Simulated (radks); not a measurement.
All-electron atom: Pd in [Kr] 4d10. Calculated with a radial shooting solver on a logarithmic mesh with Libxc functionals: Dirac Kohn-Sham, PBE, spin-unpolarised, spherical densities, point nucleus.

Spin-orbit splittings of the eigenvalues, e(l+1/2) - e(l-1/2), with zeta = 2 splitting/(2l+1) and mean radii in bohr:

| shell | occ. | splitting (eV) | zeta (eV) | <r> j=l-1/2 | <r> j=l+1/2 |
|---|---|---|---|---|---|
| 2p | 6 | 159.4 | 106.3 | 0.1171 | 0.1221 |
| 3p | 6 | ? | ? | 0.3712 | 0.3820 |
| 3d | 10 | 5.539 | 2.216 | 0.3556 | 0.3591 |
| 4p | 6 | 4.426 | 2.951 | 1.023 | 1.055 |
| 4d | 10 | 0.4348 | 0.1739 | 1.569 | 1.606 |

Estimate the 3p splitting.

Answer. 27.78 eV (zeta = 18.52 eV).
